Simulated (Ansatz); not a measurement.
Ga(H2S)H3 (GaH5S). The state is a singlet with charge 0. Geometry PBE0-D4/def2-TZVP; atoms count from 1.

```xyz
7

Ga   -0.303    0.556    0.933
S    -0.189   -0.687   -1.343
H     0.869   -0.035   -1.852
H     0.564   -1.725   -0.943
H    -0.878    1.889    0.324
H     1.230    0.478    1.287
H    -1.292   -0.476    1.594
```

Estimate the Mulliken populations from the PBE0/def2-TZVP orbitals of Ansatz.


```json
{"atom": "Ga1", "charge (e)": "0.10"}
{"atom": "S2", "charge (e)": "-0.22"}
{"atom": "H3", "charge (e)": "0.21"}
{"atom": "H4", "charge (e)": "0.21"}
{"atom": "H5", "charge (e)": "-0.10"}
{"atom": "H6", "charge (e)": "-0.10"}
{"atom": "H7", "charge (e)": "-0.10"}
```
Mulliken values depend strongly on the basis.

And the Mayer bond orders between heavy atoms (over 0.3)?

Ga1–S2 0.38 (2.60 Å).
